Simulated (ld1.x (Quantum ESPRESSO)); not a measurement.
The numbers below are computed, except where a source is named.
# Pseudopotentials across the periodic table

Generated with ld1.x 7.5 (TM, RRKJ, ultrasoft, PAW), atompaw 4.2 or ONCVPSP 4.0.1. The cutoff is in Ry: for ld1.x and atompaw files where the sum of valence levels is converged to 10 mRy in a Bessel basis, for ONCV files where the hardest occupied wave has 1 mHa per electron of residual kinetic energy. The error is the largest all-electron minus pseudo excitation energy over each file’s own four to seven test configurations (ionisations up to +4, promotions, holes and added fractions of an electron), all of which were solved. The labels leave out finer settings (local radius, basis sizes, second energies), which also bear on the numbers. Spin-polarised tests are not counted. The rows are a selection from randomly drawn settings: files with unsolved tests, undetermined cutoffs or missed reference levels are left out.

A true bound ghost makes a file unfit for plane-wave use even where its test errors are small: the radial tests pick states by their node count and pass the ghost by.

```csv
element,potential,cutoff (Ry),largest error (meV),bound ghosts
Si,"TM semilocal, LDA (PZ), scalar-relativistic, rc 1.35/1.65/1.65 (spd), local p, core correction no, reference 3s2 3p0",35,+96,none
Ru,"TM, PBE, scalar-relativistic, rc 1.20/1.90/1.30 (spd), local s, core correction no, reference 4s2 4p6 4d7 5s0 5p0",100,+338,none
Pd,"TM, PBEsol, scalar-relativistic, rc 1.45/1.54/1.20 (spd), local p, core correction no, reference 4s2 4p6 4d10 5s0",80,+840,none
Ir,"TM, PBE, scalar-relativistic, rc 2.00/3.80/1.50 (spd), local s, core correction yes, reference 5d7 6s2 6p0",40,-164,none
Bi,"PAW, PBE, scalar-relativistic, rc 1.90/2.75/2.05 (spd), local smoothed, core correction yes, reference 5d10 6s2 6p2.75",30,+238,none
```

(1) Fill in the row for As: TM, BLYP, scalar-relativistic, rc 1.54/2.18/1.68 (spd), local s, core correction yes, reference 4s2 4p2.

Answers

(1) cutoff 35 Ry, largest error -294 meV, bound ghosts: d.
